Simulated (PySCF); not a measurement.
Compound: C₃H₂FN₃.
Bonds: F1–C2, C2–C3 (aromatic), C3–N4 (aromatic), N4–N5 (aromatic), N5–N6 (aromatic), N6–C7 (aromatic), C2–C7 (aromatic). Hydrogens: H8 on C3; H9 on C7.

Theory: core-valence-separated Tamm–Dancoff BHandHLYP/aug-pcX-1 (pcseg-1 on H) in PySCF, non-relativistic, gas phase, PBE0-D3(BJ)/def2-SVP geometry.

Computed carbon K-edge spectrum, Gaussian lines of 0.8 eV full width, highest printed point 100; it ends one width below the last computed root. No empirical shift is added; at this level the pattern usually sits a few eV under experiment.

| photon energy (eV) | absorption |
| --- | --- |
| 282.2 | 1 |
| 282.4 | 4 |
| 282.6 | 15 |
| 282.8 | 39 |
| 283.0 | 74 |
| 283.2 | 100 |
| 283.4 | 95 |
| 283.6 | 64 |
| 283.8 | 30 |
| 284.0 | 12 |
| 284.2 | 8 |
| 284.4 | 18 |
| 284.6 | 37 |
| 284.8 | 55 |
| 285.0 | 58 |
| 285.2 | 44 |
| 285.4 | 23 |
| 285.6 | 9 |
| 285.8 | 3 |
| 286.0 | 1 |
| 286.2 | 0 |
| 286.4 | 0 |
| 286.6 | 0 |
| 286.8 | 1 |
| 287.0 | 4 |
| 287.2 | 11 |
| 287.4 | 24 |
| 287.6 | 36 |
| 287.8 | 40 |
| 288.0 | 39 |
| 288.2 | 39 |
| 288.4 | 44 |
| 288.6 | 43 |
| 288.8 | 35 |

Task: Where are the maxima, and which lines make them up?

Result: 4 maxima:
- 283.3 eV: C3/C7 (aromatic CH next to a ring nitrogen), 283.27 eV, f = 0.127, sum of 2, 1s→π*, 100 % of the height at the exact maximum
- 284.9 eV: C2 (aromatic C–F carbon), 284.93 eV, f = 0.074, 1s→π*, 100 % of the height at the exact maximum
- 287.8 eV: C3/C7 (aromatic CH next to a ring nitrogen), 287.73 eV, f = 0.047, sum of 2, 90 % of the height at the exact maximum
- 288.5 eV: C2 (aromatic C–F carbon), 288.53 eV, f = 0.046, 82 % of the height at the exact maximum

Roots within 0.03 eV on the same or equivalent atoms count as one line; shares under 12 % aren't listed.

Vibrational structure and lifetime widths aren't in the curve. The ionisation threshold wasn't computed; near and above it a finite basis only mimics Rydberg series and continuum.
